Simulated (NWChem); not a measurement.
# C3H5N; SMILES C#CCN

```xyz
9

C      0.2582    -1.9323     0.0000
C     -0.1587    -0.7941     0.0000
C     -0.6100     0.6037     0.0000
N      0.4366     1.6088     0.0000
H      0.6204    -2.9438     0.0000
H     -1.2602     0.7658     0.8767
H     -1.2602     0.7658    -0.8767
H      1.0372     1.4797    -0.8124
H      1.0372     1.4797     0.8124
```
Atoms are numbered in this order, from 1.

Level: PBE0/def2-SVP (NWChem), optimised geometry, unscaled harmonic frequencies. 

| frequency (cm⁻¹) | IR intensity (km/mol) |
|---|---|
| 212 | 0.2 |
| 266 | 16.8 |
| 389 | 48.4 |
| 555 | 28.4 |
| 691 | 42.3 |
| 712 | 34.6 |
| 864 | 122.6 |
| 887 | 0.2 |
| 968 | 88.3 |
| 1138 | 12.6 |
| 1173 | 0.1 |
| 1353 | 25.9 |
| 1375 | 0.1 |
| 1439 | 5.7 |
| 1648 | 20.0 |
| 2235 | 1.2 |
| 3060 | 19.0 |
| 3108 | 6.8 |
| 3488 | 68.8 |
| 3541 | 1.5 |
| 3622 | 5.3 |

```json
{
  "zero_point_energy": "46.8 kcal/mol",
  "thermal correction to the enthalpy at 298.15 K (with zero-point energy)": "50.4 kcal/mol",
  "heat capacity Cv": "16.1 cal/(mol K)",
  "entropy at 298.15 K and 1 atm (symmetry number 1)": "68.1 cal/(mol K)",
  "dipole_moment": "0.79 D"
}
```

Rigid rotor and harmonic oscillator.
